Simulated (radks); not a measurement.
Os, 76 electrons, occupied as [Xe] 4f14 5d6 6s2. Method: scalar-relativistic Kohn-Sham, SCAN, spin-unpolarised, spherical densities, finite nucleus; meta-GGA in the generalised Kohn-Sham scheme; Fermi nuclear charge, rms radius 5.4126 fm; computed with a radial shooting solver on a logarithmic mesh with Libxc functionals.

Normalised radial functions P(r) = r R(r), r in bohr:

```
   r/bohr * 4d, o 5s, + 5p (the largest magnitude, 1.46, reaches the edge; | marks zero, & curves that meet)
0.0008972                             &o
 0.001416                             & o
 0.002233                             & o
 0.003524                             &  o
  0.00556                             *+  o
 0.008772                             *+  o
  0.01384                             * +o
  0.02184                             o*  +
  0.03445                         o   |   *+
  0.05436                       o     |   +    *
  0.08508                           + o              *
   0.1342                      +      |       o       *
   0.2118                            +*o
   0.3341     *           o           |         +
   0.5272  *                          | &
   0.8318            +     *          |                    o
    1.312            +              * |              o
     2.07                       +     *  o
    3.267                            +&
    5.154                             &
    8.132                             &
```

4d: eigenvalue -276.99 eV, 1 radial node at r = 0.211 bohr, <r> = 0.489 bohr, 90 % of the charge inside 0.731 bohr. 5s: eigenvalue -92.822 eV, 4 radial nodes at r = 0.0210, 0.0840, 0.218, 0.509 bohr, <r> = 1.01 bohr, 90 % of the charge inside 1.44 bohr. 5p: eigenvalue -51.539 eV, 3 radial nodes at r = 0.0764, 0.221, 0.548 bohr, <r> = 1.17 bohr, 90 % of the charge inside 1.71 bohr.
